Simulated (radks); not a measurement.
The numbers below are computed, except where a source is named.
Q: Ta I, configuration [Xe] 4f14 5d3 6s2 (the NIST ground configuration). Code: a radial shooting solver on a logarithmic mesh with Libxc functionals. Model: scalar-relativistic Kohn-Sham, r2SCAN, spin-unpolarised, spherical densities, finite nucleus; meta-GGA in the generalised Kohn-Sham scheme; Fermi nuclear charge, rms radius 5.3507 fm; hard spherical wall at 3.5 bohr. Some entries of the table are withheld. Estimate them.

| orbital | occ. | eigenvalue (eV) | <1/r> (bohr^-1) |
|---|---|---|---|
| 1s | 2 | -67423.93 | 85.40 |
| 2s | 2 | -11598.70 | 19.97 |
| 2p | 6 | -10160.66 | 18.15 |
| 3s | 2 | -2656.802 | 7.404 |
| 3p | 6 | -2227.019 | 6.844 |
| 3d | 10 | -1724.537 | 6.461 |
| 4s | 2 | -536.8810 | (1) |
| 4p | 6 | -395.2711 | (2) |
| 4d | 10 | -213.0514 | 2.530 |
| 5s | 2 | -62.5382 | 1.197 |
| 5p | 6 | -29.0052 | 0.9945 |
| 4f | 14 | -12.1867 | 1.995 |
| 5d | 3 | 8.5682 | 0.7028 |
| 6s | 2 | 12.6663 | 0.6026 |
| 6p | 0 | 26.2244 | 0.6238 |
| 5f | 0 | 39.2940 | 0.5672 |
| 7s | 0 | 81.2011 | 0.7218 |

A: 
(1) 4s <1/r> (bohr^-1): 3.130
(2) 4p <1/r> (bohr^-1): 2.849
